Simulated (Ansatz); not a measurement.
Ansatz (an electronic-structure program) input for Se(H)(SeH) (H2Se2), SMILES [SeH][SeH], PBE0-D3(BJ)/def2-TZVP. 

Ansatz 0.2 input:
```yaml
crystal:
  periodic: [false, false, false]
  atoms:
    - {symbol: Se, position_ang: [-0.04479041, 1.15728554, 0.00997719]}
    - {symbol: H, position_ang: [1.35334743, 1.30225230, -0.33922448]}
    - {symbol: Se, position_ang: [0.04479041, -1.15728554, 0.00997719]}
    - {symbol: H, position_ang: [-1.35334743, -1.30225230, -0.33922448]}
basis:
  gaussian:
    orbitals: def2-TZVP
hamiltonian:
  xc: pbe0
  dispersion: d3bj
relax: {f_tol: 0.002, max_steps: 200}
```

Output:

```
WARN ansatz: RAYON_NUM_THREADS=1 ignored (pool sized by the plan → 1); use --threads N
Functional definition: PBE0
integrals: 0.04 GiB planned
912 factors; their error is unknown
mean field: 0.40 GiB planned
mean field evaluation 1: about -130715.4659 eV, gradient 9.8e0 eV
mean field evaluation 2: about -130715.6066 eV, gradient 3.8e0 eV
mean field evaluation 4: about -130715.6276 eV, gradient 2.3e-1 eV
mean field evaluation 8: about -130716.4597 eV, gradient 5.7e-2 eV
mean field evaluation 16: about -130716.4597 eV, gradient 1.7e-5 eV
mean field -130716.45971694 eV, -4803.7412917989 hartree, gradient 1.7e-5 eV, S^2 0.000000; 0 other end points of the search recorded, 0 dependent functions left out
the calculation of the forces begins
reference -130716.45973853 eV, -4803.7412925921 hartree; 35, 35 occupied and 73, 73 virtual orbitals, 912 factors
relax step   1: F+E_penalty+E_count = -130716.53201028 eV  Δ(F+E_penalty+E_count) = +0.000e0 eV  max|allowed force component| = 6.218e-1 eV/Å  Δτ_max = 0.0000 Å  (27 SCF iters, accepted)
these checks for a lower state are left out or cut short: starts, cluster_reference, orbital_swaps, neighbouring_geometries, increment
integrals: 0.04 GiB planned
912 factors; their error is unknown
mean field: 0.40 GiB planned
mean field -130716.51045311 eV, -4803.7431563187 hartree, gradient 2.0e-5 eV, S^2 0.000000; 0 other end points of the search recorded, 0 dependent functions left out
the calculation of the forces begins
reference -130716.51047492 eV, -4803.7431571201 hartree; 35, 35 occupied and 73, 73 virtual orbitals, 912 factors
relax step   2: F+E_penalty+E_count = -130716.58279929 eV  Δ(F+E_penalty+E_count) = -5.079e-2 eV  max|allowed force component| = 2.945e-1 eV/Å  Δτ_max = 0.0803 Å  (30 SCF iters, accepted)
these checks for a lower state are left out or cut short: starts, cluster_reference, orbital_swaps, neighbouring_geometries, increment
integrals: 0.04 GiB planned
912 factors; their error is unknown
mean field: 0.39 GiB planned
mean field evaluation 32: about -130716.5473 eV, gradient 1.4e-5 eV
mean field -130716.54727515 eV, -4803.7445095038 hartree, gradient 1.4e-5 eV, S^2 0.000000; 0 other end points of the search recorded, 0 dependent functions left out
the calculation of the forces begins
reference -130716.54729719 eV, -4803.7445103136 hartree; 35, 35 occupied and 73, 73 virtual orbitals, 912 factors
relax step   3: F+E_penalty+E_count = -130716.61925033 eV  Δ(F+E_penalty+E_count) = -3.645e-2 eV  max|allowed force component| = 5.831e-1 eV/Å  Δτ_max = 0.0827 Å  (28 SCF iters, accepted)
these checks for a lower state are left out or cut short: starts, cluster_reference, orbital_swaps, neighbouring_geometries, increment
integrals: 0.04 GiB planned
912 factors; their error is unknown
mean field: 0.39 GiB planned
mean field -130716.63736655 eV, -4803.7478203015 hartree, gradient 2.2e-5 eV, S^2 0.000000; 0 other end points of the search recorded, 0 dependent functions left out
the calculation of the forces begins
reference -130716.63738895 eV, -4803.7478211248 hartree; 35, 35 occupied and 73, 73 virtual orbitals, 912 factors
relax step   4: F+E_penalty+E_count = -130716.70881479 eV  Δ(F+E_penalty+E_count) = -8.956e-2 eV  max|allowed force component| = 2.265e-1 eV/Å  Δτ_max = 0.1992 Å  (34 SCF iters, accepted)
these checks for a lower state are left out or cut short: starts, cluster_reference, orbital_swaps, neighbouring_geometries, increment
integrals: 0.04 GiB planned
912 factors; their error is unknown
mean field: 0.39 GiB planned
mean field -130716.63627062 eV, -4803.7477800269 hartree, gradient 2.3e-5 eV, S^2 0.000000; 0 other end points of the search recorded, 0 dependent functions left out
the calculation of the forces begins
reference -130716.63629282 eV, -4803.7477808426 hartree; 35, 35 occupied and 73, 73 virtual orbitals, 912 factors
relax step   5: F+E_penalty+E_count = -130716.70848663 eV  Δ(F+E_penalty+E_count) = +3.282e-4 eV  max|allowed force component| = 5.744e-1 eV/Å  Δτ_max = 0.1952 Å  (34 SCF iters, rejected (line search))
these checks for a lower state are left out or cut short: starts, cluster_reference, orbital_swaps, neighbouring_geometries, increment
integrals: 0.04 GiB planned
912 factors; their error is unknown
mean field: 0.40 GiB planned
mean field -130716.66592638 eV, -4803.7488698561 hartree, gradient 2.5e-5 eV, S^2 0.000000; 0 other end points of the search recorded, 0 dependent functions left out
the calculation of the forces begins
reference -130716.66594850 eV, -4803.7488706689 hartree; 35, 35 occupied and 73, 73 virtual orbitals, 912 factors
relax step   6: F+E_penalty+E_count = -130716.73800277 eV  Δ(F+E_penalty+E_count) = -2.919e-2 eV  max|allowed force component| = 1.485e-1 eV/Å  Δτ_max = 0.0951 Å  (29 SCF iters, accepted)
these checks for a lower state are left out or cut short: starts, cluster_reference, orbital_swaps, neighbouring_geometries, increment
integrals: 0.04 GiB planned
912 factors; their error is unknown
mean field: 0.39 GiB planned
mean field evaluation 64: about -130716.6699 eV, gradient 8.4e-6 eV
mean field -130716.66991353 eV, -4803.7490163812 hartree, gradient 8.4e-6 eV, S^2 0.000000; 0 other end points of the search recorded, 0 dependent functions left out
the calculation of the forces begins
reference -130716.66993564 eV, -4803.7490171938 hartree; 35, 35 occupied and 73, 73 virtual orbitals, 912 factors
relax step   7: F+E_penalty+E_count = -130716.74208576 eV  Δ(F+E_penalty+E_count) = -4.083e-3 eV  max|allowed force component| = 2.669e-2 eV/Å  Δτ_max = 0.0586 Å  (29 SCF iters, accepted)
these checks for a lower state are left out or cut short: starts, cluster_reference, orbital_swaps, neighbouring_geometries, increment
integrals: 0.04 GiB planned
912 factors; their error is unknown
mean field: 0.40 GiB planned
mean field -130716.67046013 eV, -4803.7490364681 hartree, gradient 2.1e-5 eV, S^2 0.000000; 0 other end points of the search recorded, 0 dependent functions left out
the calculation of the forces begins
reference -130716.67048220 eV, -4803.7490372791 hartree; 35, 35 occupied and 73, 73 virtual orbitals, 912 factors
relax step   8: F+E_penalty+E_count = -130716.74267430 eV  Δ(F+E_penalty+E_count) = -5.885e-4 eV  max|allowed force component| = 1.416e-2 eV/Å  Δτ_max = 0.0187 Å  (30 SCF iters, accepted)
these checks for a lower state are left out or cut short: starts, cluster_reference, orbital_swaps, neighbouring_geometries, increment
integrals: 0.04 GiB planned
912 factors; their error is unknown
mean field: 0.39 GiB planned
mean field -130716.67051456 eV, -4803.7490384683 hartree, gradient 2.1e-5 eV, S^2 0.000000; 0 other end points of the search recorded, 0 dependent functions left out
the calculation of the forces begins
reference -130716.67053663 eV, -4803.7490392797 hartree; 35, 35 occupied and 73, 73 virtual orbitals, 912 factors
relax step   9: F+E_penalty+E_count = -130716.74271810 eV  Δ(F+E_penalty+E_count) = -4.379e-5 eV  max|allowed force component| = 4.799e-3 eV/Å  Δτ_max = 0.0036 Å  (31 SCF iters, accepted)
these checks for a lower state are left out or cut short: starts, cluster_reference, orbital_swaps, neighbouring_geometries, increment
integrals: 0.04 GiB planned
912 factors; their error is unknown
mean field: 0.39 GiB planned
mean field -130716.67051765 eV, -4803.7490385821 hartree, gradient 2.1e-5 eV, S^2 0.000000; 0 other end points of the search recorded, 0 dependent functions left out
the calculation of the forces begins
reference -130716.67053973 eV, -4803.7490393935 hartree; 35, 35 occupied and 73, 73 virtual orbitals, 912 factors
relax step  10: F+E_penalty+E_count = -130716.74271971 eV  Δ(F+E_penalty+E_count) = -1.616e-6 eV  max|allowed force component| = 2.313e-3 eV/Å  Δτ_max = 0.0006 Å  (31 SCF iters, accepted)
these checks for a lower state are left out or cut short: starts, cluster_reference, orbital_swaps, neighbouring_geometries, increment
integrals: 0.04 GiB planned
912 factors; their error is unknown
mean field: 0.39 GiB planned
mean field evaluation 96: about -130716.6705 eV, gradient 2.1e-5 eV
mean field -130716.67051687 eV, -4803.7490385535 hartree, gradient 2.1e-5 eV, S^2 0.000000; 0 other end points of the search recorded, 0 dependent functions left out
the calculation of the forces begins
reference -130716.67053895 eV, -4803.7490393649 hartree; 35, 35 occupied and 73, 73 virtual orbitals, 912 factors
relax step  11: F+E_penalty+E_count = -130716.74271983 eV  Δ(F+E_penalty+E_count) = -1.154e-7 eV  max|allowed force component| = 1.024e-3 eV/Å  Δτ_max = 0.0003 Å  (31 SCF iters, accepted)
integrals: 0.04 GiB planned
912 factors; their error is unknown
mean field: 0.39 GiB planned
mean field -130716.67051687 eV, -4803.7490385535 hartree, gradient 2.1e-5 eV, S^2 0.000000; 1 other end points of the search recorded, 0 dependent functions left out
the calculation of the forces begins
reference -130716.67053895 eV, -4803.7490393649 hartree; 35, 35 occupied and 73, 73 virtual orbitals, 912 factors
Total energy: -130716.74274191 eV, -4803.7516927745 hartree
Atom 0 at     0.100735     1.157831     0.351923 Å, force     0.000195     0.001024     0.000290 eV/Å
Atom 1 at     1.147629     1.233594    -0.681170 Å, force     0.000045     0.000155    -0.000290 eV/Å
Atom 2 at    -0.100735    -1.157831     0.351923 Å, force    -0.000195    -0.001024     0.000290 eV/Å
Atom 3 at    -1.147629    -1.233594    -0.681170 Å, force    -0.000045    -0.000155    -0.000290 eV/Å
Dipole moment:    -0.000000     0.000000    -0.185893 e Å
```

The calculation finished and met its thresholds.

Cost: roughly 25 core-seconds.
